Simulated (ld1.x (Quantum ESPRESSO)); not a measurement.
# Transferability test, RRKJ potential for niobium

niobium (Nb), norm-conserving RRKJ (Kleinman–Bylander form), made with ld1.x (Quantum ESPRESSO) 7.5 (PBE, scalar-relativistic). Core [Kr], reference 4d4 5s1 5p0. Waves: 5p (bound, empty): rc 3.80 bohr; 4d (bound): rc 2.50 bohr; 5s (bound): rc 2.95 bohr. Local part: the s channel. Core correction: none.

Energies are relative to the spin-unpolarised reference configuration 4d4 5s1 5p0; without spin polarisation the order of configurations can differ from experiment. The frozen-core shift is the all-electron ΔE with the core orbitals held at their reference shape minus the fully relaxed ΔE.

| valence configuration | charge | ΔE all-electron (eV) | error AE − PS (meV) | frozen-core shift (meV) |
| --- | --- | --- | --- | --- |
| 4d4 5s0 5p0 | +1 | 6.637 | +25 | +4.2 |
| 4d3 5s0 5p0 | +2 | 20.677 | +32 | +81 |
| 4d3 5s1 5p0 | +1 | 7.018 | -31 | +43 |
| 4d3 5s2 5p0 | 0 | -0.516 | -22 | +38 |
| 4d3 5s1 5p1 | 0 | 2.791 | -58 | +46 |

Question: What are ΔE and the potential's error for 4d2 5s0 5p0?

Answer: ΔE = 45.402 eV all-electron; the error (AE − PS) is +13 meV.

Question: What are ΔE and the potential's error for 4d1 5s0 5p0?

Answer: ΔE = 82.308 eV all-electron; the error (AE − PS) is +374 meV.

Levels in the configuration 4d1 5s0 5p0:

```csv
level,all-electron (eV),pseudo (eV)
4d,-43.418,-42.566
```
